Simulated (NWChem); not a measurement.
AlSiH₄O₂F; SMILES [OH][Al]([F])[O][SiH3]

```xyz
9

Al    -0.0016     0.9981     0.0010
F      1.3935     1.9181    -0.0016
O     -1.5353     1.7408    -0.0009
H     -1.6234     2.7068    -0.0058
O      0.1251    -0.6860     0.0068
Si     0.0274    -2.3431    -0.0019
H     -1.3894    -2.7891    -0.2489
H      0.4835    -2.8897     1.3242
H      0.9065    -2.9021    -1.0882
```
Atoms are numbered in this order, from 1.

Program: NWChem. Coordinates come from a PBE-D3(BJ)/def2-SVP optimisation.

For level B3LYP/pcseg-2:

```
Quantity                     Result
---------------------------  ------
highest occupied level (eV)   -8.70
orbital gap (eV)               7.29
```

Question: Estimate the same quantities for level B3LYP/STO-3G.

Answer: 
| Property | Result |
|---|---|
| highest occupied level (eV) | -3.12 |
| orbital gap (eV) | 8.10 |
